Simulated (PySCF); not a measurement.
## Functional benchmark on one molecule

Molecule: SMILES S[SiH](Cl)Cl, Cl2H2SSi.

Structure with atom numbers: `[SH:1][SiH:2]([Cl:3])[Cl:4]`. Hydrogens are named by the atom that carries them.

Geometry PBE0-D3(BJ)/def2-SVP throughout; GIAO in PySCF 2.14.0 with density-fitted response routines, gas phase, one conformer, non-relativistic; equivalent atoms averaged; basis pcSseg-2.

Reference values (measured; solution; U. Herzog, Habilitationsschrift, TU Bergakademie Freiberg, 2002/2003): δ(Si2) = 1.9 ppm vs TMS. Computed shifts are taken against TMS, calculated as an isolated molecule at each level.

**Question.** How do the functionals HF, LDA, PBE, BLYP, BP86, OPBE, KT2, KT3, B97-D, B3LYP, PBE0, mPW1PW91, WP04, B97-2, BHandHLYP, CAM-B3LYP, wB97X-D, LC-wPBE perform against the reference? Times are CPU seconds on shared hosts with different chips, so compare them loosely; the GGAs took longer than the global hybrids here, which isn't the general rule, and the cause wasn't traced.

**Answer.** 
| functional | kind | Si2 | abs. error Si | core-s |
| --- | --- | --- | --- | --- |
| HF | Hartree–Fock | 7.4 | 5.5 | 13 |
| LDA | LDA | 27.4 | 25.5 | 23 |
| PBE | GGA | 20.5 | 18.6 | 23 |
| BLYP | GGA | 19.4 | 17.5 | 28 |
| BP86 | GGA | 20.8 | 18.9 | 28 |
| OPBE | GGA | 17.2 | 15.3 | 30 |
| KT2 | GGA | 19.4 | 17.5 | 35 |
| KT3 | GGA | 15.5 | 13.6 | 33 |
| B97-D | GGA | 16.9 | 15.0 | 28 |
| B3LYP | global hybrid | 19.1 | 17.2 | 22 |
| PBE0 | global hybrid | 19.5 | 17.6 | 21 |
| mPW1PW91 | global hybrid | 19.6 | 17.7 | 21 |
| WP04 | global hybrid | 17.5 | 15.6 | 9 |
| B97-2 | global hybrid | 17.3 | 15.4 | 8.8 |
| BHandHLYP | global hybrid | 16.2 | 14.3 | 8.6 |
| CAM-B3LYP | range-separated hybrid | 20.4 | 18.5 | 12 |
| wB97X-D | range-separated hybrid | 19.7 | 17.8 | 12 |
| LC-wPBE | range-separated hybrid | 21.2 | 19.3 | 15 |

For 29Si the closest is HF (5.5 ppm) and the furthest LDA (25.5 ppm). One molecule is a small sample, and vibrational and solvent effects are absent from the calculation.
